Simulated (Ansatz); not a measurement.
Energy difference R1 + R2 → P1 + P2, each structure at its B3LYP-D3(BJ)/def2-TZVP stationary point, reached from a drawn start (curvature not checked).
R1: F atom, charge 0, multiplicity 2.
P1: H atom, charge 0, multiplicity 2.
R2: H2 (SMILES [H][H]), charge 0, multiplicity 1.
P2, HF (SMILES F) (charge 0, multiplicity 1):
```xyz
2

F      0.000     0.000     0.462
H      0.000     0.000    -0.462
```

P less R. No zero-point or thermal terms; singlets are restricted closed shells; open shells are unrestricted; no spin–orbit coupling.

Frozen-core correlation throughout.

Codes used: Ansatz (a quantum-chemistry and plane-wave program) with Gaussian orbitals. Each number belongs to the level named beside it.

Task: What is the computed reaction energy (CAM-B3LYP/def2-TZVPPD)?

Result: -1.34 eV

Task: Predict the reaction energy from MP2/aug-cc-pVTZ.

Result: -1.73 eV

Task: Estimate the reaction energy that CCSD/aug-cc-pVQZ returns for this input.

Result: -1.28 eV
